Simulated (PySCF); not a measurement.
Species: C₆H₁₀AlNS.
Geometry (PBE0-D3(BJ)/def2-SVP, Å), atoms numbered from 1 in this order:
```
atom  x, y, z in Å
C1     2.8166    1.4620    0.3686
S2     2.7486    0.0017   -0.6805
C3     1.0623   -0.4635   -0.6051
C4     0.6579   -1.5942   -1.3358
C5    -0.6682   -1.9944   -1.2999
C6    -1.5775   -1.2651   -0.5377
N7    -1.1923   -0.1920    0.1552
Al8   -2.5256    0.8849    1.2866
C9     0.0845    0.2080    0.1316
H10    2.1816    2.2716   -0.0189
H11    2.5501    1.2290    1.4096
H12    3.8639    1.7913    0.3385
H13    1.3903   -2.1503   -1.9269
H14   -1.0041   -2.8688   -1.8593
H15   -2.6356   -1.5288   -0.4685
H16   -2.3707    2.3377    0.6119
H17   -3.8652    0.0484    0.9812
H18   -1.8582    0.7349    2.7432
H19    0.3107    1.0943    0.7272
```

All values: PBE0/pcSseg-1 (PySCF, non-relativistic), on one gas-phase PBE0-D3(BJ)/def2-SVP geometry that isn't relaxed in the solvent. The solvent is an IEF-PCM continuum (Bondi radii, 1.10 Å for H, scaled by 1.2). Only the electrostatic response of the medium enters.

```tsv
run	E − E(gas) (kcal/mol)	HOMO (eV)	HOMO–LUMO gap (eV)	dipole (D)
gas	0.00	-7.09	4.96	6.38
P	-10.01	-6.77	5.00	7.40
Q	-11.64	-6.73	5.00	7.54
```

Task: The runs were made in dichloromethane and water. Which run belongs to which solvent?

Result: P = dichloromethane, Q = water. The dielectric constants are 8.93 (dichloromethane), 78.36 (water), and the energy falls further as ε rises. In this model the ground state sees the solvent through ε alone.

Task: How constant is the ratio of the lowering to (ε − 1)/(2ε + 1)?

Result: 
| solvent | (ε − 1)/(2ε + 1) | E − E(gas) (kcal/mol) | ratio (kcal/mol) | polarisation term (kcal/mol) |
| --- | --- | --- | --- | --- |
| dichloromethane | 0.420 | -10.01 | -23.8 | -11.18 |
| water | 0.490 | -11.64 | -23.7 | -13.21 |

The ratio changes by -0.3 % in size from dichloromethane to water. The polarisation term is half the interaction of the solute with the induced surface charges.
